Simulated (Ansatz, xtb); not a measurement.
## Relative energy of two conformers of GeH7N2+

Structure I: `N[NH2+][GeH3]`, a singlet. Structure II: `N[NH2+][GeH3]`, a singlet. Both are isolated ions in the gas phase, relaxed with r2SCAN-D4/def2-SVP.

I (Å):

```yaml
atoms:
  - { symbol: Ge, position_ang: [0.5004, -0.8773, 1.0484] }
  - { symbol: N, position_ang: [-0.7402, 0.1948, -1.2611] }
  - { symbol: N, position_ang: [0.1664, 0.6352, -0.2431] }
  - { symbol: H, position_ang: [-0.8491, 0.9321, -1.9619] }
  - { symbol: H, position_ang: [-1.6527, 0.0344, -0.8293] }
  - { symbol: H, position_ang: [-0.1087, 1.5072, 0.2423] }
  - { symbol: H, position_ang: [1.0668, 0.8376, -0.6985] }
  - { symbol: H, position_ang: [-0.9296, -1.2023, 1.4526] }
  - { symbol: H, position_ang: [1.1983, -1.8764, 0.1441] }
  - { symbol: H, position_ang: [1.3484, -0.1854, 2.1065] }
```

II (Å):

```xyz
10

Ge   -2.0191    1.7194    1.3720
N     0.8269    1.7992    0.4791
N    -0.0648    1.2290    1.4592
H     0.7646    2.8179    0.5513
H     0.4866    1.5339   -0.4486
H     0.0549    0.2073    1.4034
H     0.3268    1.4650    2.3824
H    -2.3593    1.2233   -0.0256
H    -2.6270    0.9492    2.5361
H    -1.9249    3.2299    1.5288
```

Energies in hartree; the thermal terms are from r2SCAN-D4/def2-SVP harmonic frequencies (ideal gas, rigid rotor, one conformer each, 298.15 K, 1 atm) and include the zero-point energy:

|  | I | II |
| --- | --- | --- |
| E, CCSD(T)/def2-SVP | −2188.358129 | −2188.355449 |
| E, MP2/def2-SVP | −2188.308955 | −2188.306066 |
| E, MP2/def2-TZVPP | −2188.815998 | −2188.813071 |
| zero-point energy | 0.080610 | 0.080565 |
| H(298 K) − E | 0.087035 | 0.087072 |
| G(298 K) − E | 0.052020 | 0.051848 |

**Question.** Correct the CCSD(T) difference for the basis set by the MP2 change, then work out ΔE, ΔE₀, ΔH and ΔG for I → II in kcal/mol (1 Eh = 627.51 kcal/mol) and the equilibrium ratio [II]/[I].

**Answer.** 1. Differences II − I: CCSD(T) +0.002680, MP2 in the small set +0.002889, MP2 in the large set +0.002927 Eh.
2. ΔE = +0.002680 + (+0.002927 − (+0.002889)) = +0.002718 Eh = +1.71 kcal/mol.
3. ΔE₀ = ΔE + ΔZPE = +0.002718 + (−0.000045) Eh = +1.68 kcal/mol.
4. ΔH = ΔE + (+0.000037) Eh = +1.73 kcal/mol.
5. ΔG = ΔE + (−0.000172) Eh = +1.60 kcal/mol, so ΔS = (ΔH − ΔG)/T = +1.8 J/(mol K).
6. kT = 0.9442 mEh, so K = [II]/[I] = exp(−ΔG/kT) = exp(−2.70) ≈ 0.067.

Structure I is favoured at this temperature. An error of 1 kcal/mol in ΔG would change K by a factor of 5.4. Mirror images and further conformers aren't counted.

Other levels gave ΔE = +1.1 (r2SCAN-D4/def2-SVP); +2.4 (HF/def2-SVP); +1.8 (MP2/def2-SVP); +1.7 (CCSD(T)/def2-SVP) kcal/mol. The correlated steps freeze 11 core orbitals; the filled d shell of Ge is correlated, in a basis made for valence electrons. Programs: Ansatz 0.2.0.
